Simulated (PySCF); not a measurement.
**Unknowns**

- shielding tensors at PBE0/pcSseg-1 (GIAO)
- GFN2-xTB structure
- program: PySCF 2.14.0 with density-fitted response routines
- rapidly exchanging positions averaged, gas phase, a single conformation, relativity neglected

Chemical shifts δ = σref − σ; TMS for ¹H, ¹³C, all at this level. Where no couplings were computed, multiplicities follow the n + 1 count of equivalent neighbours, and m marks all less simple cases (inequivalent or close neighbours, rings, F or P nearby). Shifts are as computed. Against solution values, carbons near 30 ppm lie about +3 ppm off and those near 130 ppm about +5 ppm. Of 1211 compounds with measured shifts, 218 miss one by over three times the rms of a fit or turn the order of signals round; such compounds aren't used in these exercises.

(1) C6H10O2Si. ¹H NMR (600 MHz, computed): δ 8.15 (s, 1H), 7.09 (m, 1H), 7.05 (m, 1H), 5.72 (m, 1H), 5.70 (m, 1H), 5.27 (s, 2H), 1.90 (s, 3H). ¹³C{¹H} NMR (computed): δ 164.9 (CH), 152.1 (CH), 139.1 (CH), 134.4 (C), 128.9 (CH2), 14.7 (CH3). What is it?

(2) C9H10Si. ¹H NMR (300 MHz, computed): δ 7.89 (d, 1H), 7.65 (m, 1H), 7.59 (m, 1H), 7.50 (m, 1H), 6.06 (t, 1H), 4.81 (m, 2H), 2.43 (s, 3H). ¹³C{¹H} NMR (computed): δ 167.6 (C), 155.6 (C), 141.5 (C), 139.8 (CH), 135.3 (CH), 132.1 (CH), 128.7 (CH), 126.4 (CH), 22.6 (CH3). What is it?

Answers

(1) `InChI=1S/C6H10O2Si/c1-3-4-6(2)9-8-5-7/h3-5H,1,9H2,2H3/b6-4+`. Rings plus π bonds: 3 (no ring in the answer). 6 carbon signals for 6 carbons: no two carbons are equivalent. Carbon types of the structure: 1 × C, 3 × CH, 1 × CH2, 1 × CH3, leaving 2 H on heteroatoms. δC 164.9: carbonyl carbon. δC 152.1, 139.1: alkene CH; an sp2 carbon of a C=C bond. δC 134.4: fully substituted alkene carbon; an sp2 carbon of a C=C bond. δC 128.9: terminal =CH2 carbon; an sp2 carbon of a C=C bond.

The shifts were computed for this structure.

(2) `CC1=C[SiH2]c2ccccc21`. The formula gives 6 degrees of unsaturation (2 rings in the answer). 9 carbon signals for 9 carbons: no two carbons are equivalent. Carbon types of the structure: 3 × C, 5 × CH, 1 × CH3, leaving 2 H on heteroatoms. δC 167.6: fully substituted alkene carbon. δC 155.6, 141.5: substituted aromatic carbon. δC 139.8, 135.3, 132.1, 126.4: aromatic CH; the aromatic region. δC 128.7: alkene CH; as expected for a trigonal carbon in a double bond.

The shifts were computed for this structure.
